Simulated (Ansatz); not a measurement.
```yaml
crystal:
  periodic: [false, false, false]
  atoms:
    - {symbol: N, position_ang: [0.420786, 1.581639, 0.579416]}
    - {symbol: Si, position_ang: [0.506174, -0.053019, 0.020412]}
    - {symbol: F, position_ang: [2.060181, -0.379208, -0.129967]}
    - {symbol: Al, position_ang: [-1.099993, -1.759665, 0.041572]}
    - {symbol: S, position_ang: [-0.545054, -0.637058, -1.757019]}
    - {symbol: H, position_ang: [1.260107, 2.104939, 0.466764]}
    - {symbol: H, position_ang: [-0.420739, 2.092836, 0.534208]}
    - {symbol: H, position_ang: [-2.126607, -2.894705, 0.345953]}
basis:
  gaussian: {orbitals: x2c-TZVPPall, nuclear_model: gaussian}
hamiltonian: {xc: {name: r2SCAN}, dispersion: rvv10}
scf: {lower_state_search: off}
```

```sh
$ ansatz run in.yaml --threads 2 --pin off --events-out ev --progress --plain --max-ram 4352MiB
```

It prints (some lines left out):

```
Functional definition: r2SCAN+rVV10
1349 factors; their error is unknown
mean field evaluation 1: about -29616.6946 eV, gradient 7.3e1 eV
mean field evaluation 2: about -29553.3482 eV, gradient 1.4e2 eV
mean field evaluation 4: about -29626.2096 eV, gradient 1.4e1 eV
mean field evaluation 8: about -29626.6726 eV, gradient 3.8e-1 eV
mean field evaluation 16: about -29626.6444 eV, gradient 5.3e-4 eV
mean field -29626.64438098 eV, -1088.7590993403 hartree, gradient 3.1e-6 eV, S^2 0.000000; 0 other end points of the search recorded, 0 dependent functions left out
reference -29626.64439412 eV, -1088.7590998230 hartree; 31, 31 occupied and 199, 199 virtual orbitals, 1349 factors
Total energy: -29626.64439412 eV, -1088.7590998230 hartree
Relativity: scalar
Checks for a lower state left out: stability, starts, cluster_reference, orbital_swaps, neighbouring_geometries, increment
```

Run time 1.8 s (2 threads of an AMD EPYC 9R45 on a shared host); peak host memory 0.33 GiB.
